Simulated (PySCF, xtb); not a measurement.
GaH2Br, SMILES [GaH2][Br].

Harmonic wavenumbers (cm⁻¹) from GFN2-xTB (xtb) at its own minimum, in rising order: 309, 361, 408, 678, 1670, 1680.

Question: What does PySCF with B3LYP-D3(BJ)/def2-TZVP give at its own minimum? (Estimate from the structure and the level; the computed values follow.)

Answer: 294, 479, 599, 724, 1994, 2011. Paired by order, the mean absolute difference is 171 cm⁻¹ and the zero-point energies are 7.3 and 8.7 kcal/mol.
